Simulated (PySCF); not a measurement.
# Basis-set dependence of excited states

C2H4ClGeN.
InChI=1S/C2H4ClGeN/c3-4-1-2-5/h1,4H2

TDDFT with PBE0 (PySCF), vertical singlets, core orbitals frozen in the response, spherical d and f functions. One conformer (not necessarily the lowest) at the PBE0-D3(BJ)/def2-SVP geometry, without solvent, vibrations or thermal averaging. Relativistic effects, spin–orbit coupling among them, are left out although an element past zinc is present.

```json
{"basis": "6-31G*", "functions": "100", "diffuse": "no", "S1 (eV)": "6.85", "S2 (eV)": "6.99", "S3 (eV)": "7.47", "S4 (eV)": "7.66", "S5 (eV)": "7.70", "LUMO (eV)": "-0.46", "α (au)": "56.7"}
{"basis": "def2-SVP", "functions": "112", "diffuse": "no", "S1 (eV)": "7.04", "S2 (eV)": "7.13", "S3 (eV)": "7.49", "S4 (eV)": "7.73", "S5 (eV)": "7.85", "LUMO (eV)": "-0.23", "α (au)": "57.7"}
{"basis": "def2-SVPD", "functions": "157", "diffuse": "yes", "S1 (eV)": "6.80", "S2 (eV)": "6.93", "S3 (eV)": "7.35", "S4 (eV)": "7.49", "S5 (eV)": "7.62", "LUMO (eV)": "-0.78", "α (au)": "70.8"}
{"basis": "aug-cc-pVDZ", "functions": "168", "diffuse": "yes", "S1 (eV)": "6.71", "S2 (eV)": "6.85", "S3 (eV)": "7.27", "S4 (eV)": "7.34", "S5 (eV)": "7.46", "LUMO (eV)": "-0.87", "α (au)": "71.6"}
{"basis": "def2-TZVP", "functions": "202", "diffuse": "no", "S1 (eV)": "6.93", "S2 (eV)": "7.05", "S3 (eV)": "7.34", "S4 (eV)": "7.55", "S5 (eV)": "7.67", "LUMO (eV)": "-0.50", "α (au)": "66.9"}
{"basis": "def2-TZVPD", "functions": "247", "diffuse": "yes", "S1 (eV)": "6.77", "S2 (eV)": "6.91", "S3 (eV)": "7.29", "S4 (eV)": "7.42", "S5 (eV)": "7.53", "LUMO (eV)": "-0.76", "α (au)": "72.1"}
```

**Question.** Compare the sets with the largest diffuse one.

**Answer.** States are compared by their number. Against the largest diffuse basis here (def2-TZVPD, itself not a converged limit), sets without diffuse functions differ by up to 0.27 eV in S1 and 0.31 eV in S5; the smaller diffuse sets differ by up to 0.06 and 0.08 eV. State by state, the largest deviation of a set without diffuse functions is S1 0.27, S2 0.22, S3 0.20, S4 0.31, S5 0.31 eV. The same number needn't mean the same state in each row. Against def2-TZVPD the polarisability deviates by -21% in 6-31G*, -20% in def2-SVP, -2% in def2-SVPD, -1% in aug-cc-pVDZ, -7% in def2-TZVP.
